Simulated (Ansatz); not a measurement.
Ansatz (an electronic-structure program) input (SVWN5/def2-TZVP):

Ansatz 0.2 input:
```yaml
crystal:
  periodic: [false, false, false]
  atoms:
    - {symbol: Ti, position_ang: [-0.00000000, -0.00000000, -0.42998028]}
    - {symbol: O, position_ang: [0.00000000, 0.00000000, 1.18244578]}
basis:
  gaussian:
    orbitals: def2-TZVP
hamiltonian:
  xc: {name: SVWN5}
magnetization: {spin_polarized: true, initial_magnetization: 2}
relax: {f_tol: 0.003, max_steps: 100}
```

End of the output:

```
these checks for a lower state are left out or cut short: starts, cluster_reference, orbital_swaps, neighbouring_geometries, increment
integrals: 0.02 GiB planned
564 factors; their error is unknown
mean field: 0.19 GiB planned
mean field -25092.93977740 eV, -922.1485282140 hartree, gradient 2.2e-5 eV, S^2 2.011054; 0 other end points of the search recorded, 0 dependent functions left out
the calculation of the forces begins
reference -25092.93981205 eV, -922.1485294873 hartree; 16, 14 occupied and 60, 62 virtual orbitals, 564 factors
relax step   4: F+E_penalty+E_count = -25092.93977740 eV  Δ(F+E_penalty+E_count) = -4.270e-7 eV  max|allowed force component| = 3.084e-3 eV/Å  Δτ_max = 0.0001 Å  (22 SCF iters, accepted)
these checks for a lower state are left out or cut short: starts, cluster_reference, orbital_swaps, neighbouring_geometries, increment
integrals: 0.02 GiB planned
564 factors; their error is unknown
mean field: 0.19 GiB planned
mean field evaluation 128: about -25092.9398 eV, gradient 2.5e-5 eV
mean field -25092.93977750 eV, -922.1485282175 hartree, gradient 2.5e-5 eV, S^2 2.011050; 0 other end points of the search recorded, 0 dependent functions left out
the calculation of the forces begins
reference -25092.93981214 eV, -922.1485294908 hartree; 16, 14 occupied and 60, 62 virtual orbitals, 564 factors
relax step   5: F+E_penalty+E_count = -25092.93977750 eV  Δ(F+E_penalty+E_count) = -9.564e-8 eV  max|allowed force component| = 3.214e-7 eV/Å  Δτ_max = 0.0000 Å  (21 SCF iters, accepted)
integrals: 0.02 GiB planned
564 factors; their error is unknown
mean field: 0.19 GiB planned
mean field evaluation 160: about -25091.6630 eV, gradient 3.0e-2 eV
mean field evaluation 192: about -25091.5171 eV, gradient 1.0e0 eV
mean field evaluation 224: about -25091.6630 eV, gradient 3.0e-2 eV
mean field -25092.93977750 eV, -922.1485282175 hartree, gradient 2.5e-5 eV, S^2 2.011050; 10 other end points of the search recorded, 0 dependent functions left out
the calculation of the forces begins
reference -25092.93981214 eV, -922.1485294908 hartree; 16, 14 occupied and 60, 62 virtual orbitals, 564 factors
Total energy: -25092.93981214 eV, -922.1485294908 hartree
Atom 0 at    -0.000000    -0.000000    -0.422699 Å, force    -0.000000    -0.000000    -0.000000 eV/Å
Atom 1 at     0.000000     0.000000     1.175164 Å, force     0.000000     0.000000     0.000000 eV/Å
Dipole moment:    -0.000000    -0.000000    -0.730065 e Å
```

The spin state was set by rule; other spins were not relaxed.
